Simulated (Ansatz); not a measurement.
Reaction (atomization): `C[CH2][GeH]([CH2]C)[N](C)C` → 6 C• + Ge• + 17 H• + N•

Isolated molecules relaxed with PBE0-D4/def2-TZVP in Ansatz; ΔE leaves out vibrations. CBS: MP2 limit from def2 TZ/QZ plus the TZ coupled-cluster correction, frozen cores. This one scheme is used for every species, atoms too. DFT in def2-TZVPP. B3LYP here is the variant with VWN-RPA as its local correlation; programs differ in this. HSE06 is defined as in plane-wave codes. No spin–orbit coupling; open shells (•) take unrestricted orbitals. Spin–orbit coupling would lower the free atoms: a little for C; clearly for Ge. For Ge outer-core shells are correlated without core-valence functions, so the limit isn't a true one: a few kJ/mol of doubt a bond, and 10 to 20 or more in all where bonds break to atoms. Scalar relativity is left out up to krypton. Each species was taken in one conformer, which may not be the lowest.

| level | ΔE (kJ/mol) | difference from CCSD(T)/CBS |
| --- | --- | --- |
| LDA (SPW92) | 10629.2 | 1236.9 |
| revPBE-D4 | 9331.5 | -60.8 |
| BLYP-D4 | 9334.2 | -58.1 |
| r2SCAN-D4 | 9386.9 | -5.4 |
| B97M-V | 9397.3 | 5.0 |
| B3LYP-D4 | 9391.3 | -1.0 |
| r2SCAN0-D4 | 9306.0 | -86.3 |
| HSE06-D4 | 9426.1 | 33.8 |
| BHLYP-D4 | 9191.2 | -201.1 |
| ωB97X-V | 9408.8 | 16.5 |
| BLYP | 9205.5 | -186.8 |
| CAM-B3LYP | 9376.2 | -16.1 |
| LC-ωPBE | 9352.3 | -40.0 |
| CCSD(T)/def2-SVP | 8978.2 | -414.1 |
| CCSD(T)/def2-TZVPP | 9197.4 | -194.9 |
| HF/CBS(def2) | 6976.0 | -2416.3 |
| CCSD(T)/CBS | 9392.3 | 0 |

Largest T1 diagnostic among the species: 0.010.

From BLYP to BHLYP (50 % exact exchange), in def2-TZVPP and without D4, ΔE moves by −85.7 kJ/mol: exact exchange takes away binding that semilocal exchange gives to molecules. Leaving LDA and LC-ωPBE aside and taking each functional with its dispersion term where it has one, the values, not all of them listed here, spread over 332.4 kJ/mol, from BHLYP-D4 to PBE-D4. LDA lies +1166.0 kJ/mol from PBE without D4, its usual overbinding. At CCSD(T), def2-SVP lies −414.1 kJ/mol from the extrapolated value and def2-TZVPP −194.9 kJ/mol: correlation converges slowly with the basis, and small sets miss more of it in the bonded molecule than in its fragments.

For atomizations the MP2-based limit and the directly extrapolated one differ by several kJ/mol either way, and by 10 to 25 for some Ge, Se and Sn compounds, so smaller differences from it don't rank the levels.
